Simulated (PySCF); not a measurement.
MHCl across group 13

Level: PBE0, basis family def2-TZVP, no relativity.

Each entry is the lowest minimum that a search over a few typed start shapes (and spin states, where more than one is plausible) found, or that minimum re-optimised at the stated level; isomers with ligand–ligand bonds, or fragments after loss of a ligand pair, can lie lower. Open shells are unrestricted; no spin–orbit coupling; PySCF with density fitting.

```
molecule  2S+1  point group  mean bond to the central atom (Å)  polar-tensor charge of the central atom  highest ω (cm⁻¹)  distinct angles (°)
    BHCl     2           Cs                              1.452                                     0.39              2640                  124
   AlHCl     2           Cs                              1.858                                     0.77              1818                  116
   GaHCl     2           Cs                              1.886                                     0.76              1757                  116
```

Left out of the table are members whose search was unfinished or whose lowest solution was spin-contaminated, unstable, very soft or bonded differently.
